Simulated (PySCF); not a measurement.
FHOSn, SMILES [OH][Sn][F] (connectivity only; charge and spin as stated), neutral, multiplicity 1.

Geometry: PBE-D3(BJ)/def2-TZVP. The def2 effective core potentials stand for the cores of Sn; spin–orbit coupling is left out. The values are those of a single conformer.

The numbers are results of ωB97X/def2-TZVPD in PySCF, not measurements.

Gas-phase values at a fixed geometry.

Computed frontier levels, gap, dipole moment and polarisability:
```yaml
highest_occupied_level: -10.52 eV
lowest_empty_level: -0.67 eV
orbital_gap: 9.84 eV
dipole_moment: 2.19 D
quadrupole, principal values (traceless, Buckingham form, about the centre of nuclear charge): -10.44, 4.28, 6.16 D·Å
mean_static_polarisability: 43.8 bohr³ (6.48 Å³)
polarisability_principal_values: 38.3, 43.8, 49.1 bohr³
```
